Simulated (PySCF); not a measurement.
**Zr(OH)3, doublet: computed properties**

Computed with UPBE0 in PySCF with Zr def2-SVP with ECP28, O def2-SVP, H def2-SVP; scalar-relativistic core potentials, no spin–orbit coupling; density-fitted integrals.

The structure is a minimum.

Z-matrix (Å, degrees; charge 0 multiplicity 2):
```
Zr
O  1 1.9254
O  1 1.9254 2 120.00
O  1 1.9254 2 120.00 3 180.00
H  2 0.9554 3 150.00 1 180.00
H  3 0.9554 2 150.00 1 180.00
H  4 0.9554 2 150.00 1 180.00
```

```
Point group                                                                   : D3h
Bond lengths                                                                  : O–H 0.955 Å (×3), Zr–O 1.925 Å (×3)
Bond angles                                                                   : H–O–Zr 180.0° (×3), O–Zr–O 120.0° (×3)
Atomisation energy without zero-point energy                                  : 2928 kJ/mol
Dipole moment                                                                 : 0.00 D
Rotational constants                                                          : 0.1661, 0.1661, 0.08305 cm⁻¹
Rotational symmetry number                                                    : 6
Lowest empty level (β)                                                        : -1.06 eV
Principal polarisabilities                                                    : 51.2, 51.2, 69.3 bohr³
Entropy at 298.15 K and 1 bar (electronic part: spin only)                    : 342.3 J/(mol K)
Spin squared ⟨S²⟩                                                             : 0.752
Principal quadrupole moments (Buckingham, traceless) about the centre of mass : -8.89, 4.44, 4.44 D Å
Enthalpy at 298.15 K above 0 K                                                : 21.80 kJ/mol
Heat capacity Cp at 298.15 K                                                  : 106.2 J/(mol K)
Zero-point energy                                                             : 100.4 kJ/mol
Highest occupied level (α)                                                    : -4.32 eV
```

Harmonic modes (masses in u: Zr 89.905, O 15.995, H 1.008):
```
symmetry  ω (cm⁻¹)  IR (km/mol, summed over degenerate members)
    a2''        78                                         22.5
      e'       155                                          1.1
     a2'       220                                          0.0
      e'       325                                          509
     e''       421                                          0.0
    a2''       440                                          270
     a1'       700                                          0.0
      e'       728                                          396
      e'      4031                                          743
     a1'      4035                                          0.0
```

In D3h the vibrations span 2a2'' + 4e' + a2' + e'' + 2a1'. The a1', a2', e'' modes carry no infrared intensity, as symmetry demands.

Charges (e):
```json
{"atom": "Zr1", "Mulliken": "0.80", "Löwdin": "0.20", "polar tensor": "1.62", "spin (Mulliken)": "1.08", "Mayer order to Zr1": "–"}
{"atom": "O2,3,4", "Mulliken": "-0.46", "Löwdin": "-0.16", "polar tensor": "-0.91", "spin (Mulliken)": "-0.03", "Mayer order to Zr1": "1.19"}
{"atom": "H5,6,7", "Mulliken": "0.19", "Löwdin": "0.10", "polar tensor": "0.36", "spin (Mulliken)": "0.00", "Mayer order to Zr1": "0.05"}
```
Other Mayer orders above 0.3: O–H 0.94 (×3).

Mulliken populations on Zr1 (electrons outside its core potential): s 2.55, p 6.36, d 2.16, f 0.13.

Outer orbital energies (eV). α occupied: -13.29, -9.20, -9.20, -9.09, -9.09, -8.66, -8.52, -4.32; empty: 0.24, 0.24, 0.34, 0.52. β occupied: -13.28, -13.28, -9.22, -9.22, -9.11, -9.11, -8.71, -8.55; empty: -1.06, 0.64, 0.64, 0.98.

This need not be the most stable arrangement of these atoms. With open d or f shells other occupations or spin states may lie lower.

The final relaxation and frequency run took 96 s on 2 threads of a shared Arm Neoverse N1 host, with 88 basis functions and 11 gradients; the process peaked at 1.5 GiB.
